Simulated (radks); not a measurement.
Results of a calculation; reference values are marked as such.
Al10+, configuration [He] 2s1.

Level of theory: scalar-relativistic Kohn-Sham, PBE, spin-polarised, spherical densities, finite nucleus; open shells are filled with parallel spins first; Fermi nuclear charge, rms radius 3.061 fm (a radial shooting solver on a logarithmic mesh with Libxc functionals).

Energy parts (eV):
part                      energy
total                  -4830.570
kinetic                 4849.559
electron-nucleus      -10024.945
Hartree                  588.787
exchange-correlation    -243.971

Orbitals (lengths in bohr, moments of r in powers of bohr; <r^-3> diverges for s and p1/2; r(max) is where P^2 peaks; r(90%) holds 90 % of the orbital's charge):
orbital,occ.,eigenvalue (eV),r(max),r(90%),<r^2>,<r^-3>
1s up,1,-1943.783,0.07809,0.212,0.01904,-
1s down,1,-1940.591,0.07814,0.212,0.01902,-
2s up,1,-424.7248,0.4382,0.777,0.3026,-

The highest occupied level is 2s up at -424.72 eV. Summed over all electrons, <r^2> = 0.3406 bohr^2, which gives a Langevin (diamagnetic) susceptibility term of -0.27 x 10^-6 cm^3/mol. The electron density at the nucleus is 1495 e/bohr^3 (large components only). The density falls to 0.001 e/bohr^3 at r = 1.27 bohr. The spin density at the nucleus is 75.21 e/bohr^3 (1s 0.45, 2s 74.76). Spin moment in Bohr magnetons: 1.
